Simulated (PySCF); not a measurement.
# Working with the constants of SrPb⁺

UHF-CCSD(T) constants of SrPb⁺, ²Π (doublet), unpaired electrons π ↑ (PySCF, scalar-relativistic core potentials, basis sets Sr def2-SVP with ECP28, Pb def2-SVP with ECP60; masses 87.9056 and 207.9766 u):

| Item | Value |
| --- | --- |
| ωe | 92.8 cm⁻¹ |
| ωexe | 0.232 cm⁻¹ |
| Be | 0.021871 cm⁻¹ |
| αe | 7.39e-05 cm⁻¹ |
| D (centrifugal) | 4.85e-09 cm⁻¹ |

Q: Give the vibrational terms G(v) and spacings up to v = 6.

A: G(v) = ωe(v+½) − ωexe(v+½)².

```tsv
v	G(v) (cm⁻¹)	G(v) − G(v−1)	Bv (cm⁻¹)
0	46.3		0.02183
1	138.7	92.3	0.02176
2	230.6	91.9	0.02169
3	322.0	91.4	0.02161
4	412.9	90.9	0.02154
5	503.4	90.5	0.02146
6	593.4	90.0	0.02139
```

Correlated steps freeze 4 core orbitals. These are scalar-relativistic numbers at best; spin–orbit coupling would shift them, the dissociation energy most. The state was picked by a PBE0 search and need not be the measured ground state.
